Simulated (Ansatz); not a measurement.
`C[S][Na]` and `C[S][SnH3]` differ in one atom or group.

Ansatz, PBE0-D4/def2-TZVP geometries, multiplicity 1. 

Elements past krypton have def2 core potentials.

```csv
property,`C[S][Na]`
HOMO–LUMO gap (PBE/def2-TZVPP) / eV,1.56
zero-point energy (PBE0-D4/def2-TZVP) / kJ/mol,99.6
size of the dipole moment (ωB97M-V/def2-TZVPP) / D,7.98
"ideal-gas entropy at 298 K and 1 bar (rigid rotor, harmonic PBE0-D4/def2-TZVP) / J/(mol·K)",305
size of the dipole moment (B3LYP/def2-TZVPP) / D,7.50
size of the dipole moment (PBE/def2-TZVPP) / D,7.13
```

Question: What does the change do to each property? (Estimate.)

Answer: The calculation gave: 
| property | `C[S][SnH3]` | shift |
| --- | --- | --- |
| HOMO–LUMO gap (PBE/def2-TZVPP) / eV | 4.27 | 2.71 |
| zero-point energy (PBE0-D4/def2-TZVP) / kJ/mol | 155.0 | 55.4 |
| size of the dipole moment (ωB97M-V/def2-TZVPP) / D | 1.45 | -6.53 |
| ideal-gas entropy at 298 K and 1 bar (rigid rotor, harmonic PBE0-D4/def2-TZVP) / J/(mol·K) | 340 | 35 |
| size of the dipole moment (B3LYP/def2-TZVPP) / D | 1.41 | -6.09 |
| size of the dipole moment (PBE/def2-TZVPP) / D | 1.39 | -5.74 |

With PBE0 the HOMO falls by 1.98 eV and the LUMO rises by 1.21 eV, so the gap widens by about 3.19 eV. PBE moves the HOMO by -1.79 eV and ωB97M-V by -2.02 eV. The zero-point energy changes by 55.4 kJ/mol with +9 modes. Dipoles are sizes alone; their direction can turn.

B3LYP here is the variant with VWN-RPA as its local correlation; programs differ in this.
